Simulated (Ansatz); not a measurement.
CH5Si (SMILES [CH2][SiH3]), doublet, geometry from GFN2-xTB. Base run: BLYP/cc-pVDZ in Ansatz (a first-principles code).

Input for Ansatz:
Ansatz 0.2 input:
```yaml
crystal:
  periodic: [false, false, false]
  atoms:
    - {symbol: C, position_ang: [1.25953929, -0.13870737, 0.00334369]}
    - {symbol: Si, position_ang: [-0.57253761, 0.06509637, -0.00259843]}
    - {symbol: H, position_ang: [1.94386158, 0.69052936, -0.02310633]}
    - {symbol: H, position_ang: [1.73056295, -1.10560439, 0.04418013]}
    - {symbol: H, position_ang: [-1.14505061, -0.39688324, 1.27089011]}
    - {symbol: H, position_ang: [-0.90406222, 1.47637530, -0.20062515]}
    - {symbol: H, position_ang: [-1.16702079, -0.74352206, -1.07502292]}
basis:
  gaussian:
    orbitals: cc-pVDZ
hamiltonian:
  xc: blyp
magnetization: {spin_polarized: true, initial_magnetization: 1}
```

The base run was repeated with changes; each row names its change, and settings that it needs were set with it.

| change | ΔE vs base (kcal/mol) |
|---|---|
| base | 0.000 |
| final_grid = 4, 8, 17 | 0.002 |
| fitting.mean_field = cc-pVTZ-JKFIT | -0.014 |
| forces = on | 0.000 |
| point_charge = charge:-1.0 position_ang:0.4103, -3.5759, -3.3874 | -1.16 |
| final_grid = 10, 20, 41 | 0.000 |
| final_grid = 6, 12, 29 | 0.001 |
| point_charge = charge:0.5 position_ang:-1.3331, 0.5963, 4.6458 | -0.96 |
| lower_state_search = off | 0.000 |
| point_charge = charge:1.0 position_ang:3.9684, 1.5777, -2.6712 | -0.627 |
| lower_state_search = full | 0.000 |
